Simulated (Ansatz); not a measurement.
Si(OAc)H3 (C2H6O2Si), relaxed as a singlet with RKS r2SCAN-D4/def2-SVP in Ansatz, starting from the GFN2-xTB geometry. Force threshold 0.02 eV/Å.

Start:

```xyz
11

Si    0.6516   -1.8502    0.4786
O     0.1527   -0.2649    0.5666
C    -0.2054    0.4295   -0.5062
C    -0.6098    1.8395   -0.1756
O    -0.1950   -0.0455   -1.6095
H    -0.9262    2.3567   -1.0761
H     0.2358    2.3560    0.2739
H    -1.4182    1.8207    0.5518
H     1.8491   -1.9272   -0.3490
H    -0.4349   -2.6633   -0.0534
H     0.9002   -2.0513    1.8990
```

Problem. Estimate the energy that the relaxation releases and the steps that it takes.

Solution. 3.2 kcal/mol, in 7 steps; 12 s on 4 threads of Arm Neoverse V2 on a shared host. No frequencies were taken in this run, so the end may be a saddle point.

Problem. Does the start keep its bonding and symmetry?

Solution. By distances, no bond broke or formed. The bond that changes most is Si1–O2, from 1.66 to 1.72 Å (atoms count from 1).

Problem. Predict the relaxed structure.

Solution. 
```xyz
11

Si    0.6488   -1.8368    0.4773
O     0.1505   -0.1997    0.6687
C    -0.2066    0.4482   -0.4605
C    -0.6224    1.8656   -0.2055
O    -0.1747   -0.0990   -1.5404
H    -0.9221    2.3441   -1.1448
H     0.2124    2.4167    0.2540
H    -1.4519    1.8839    0.5174
H     1.8656   -1.9169   -0.3719
H    -0.4625   -2.6606   -0.0654
H     0.9627   -2.2455    1.8711
```
Bond lengths: 2 × C–O 1.21 to 1.35 Å; 1 × O–Si 1.72 Å; 1 × C–C 1.50 Å; 3 × H–Si 1.49 Å; 3 × C–H 1.10 Å.
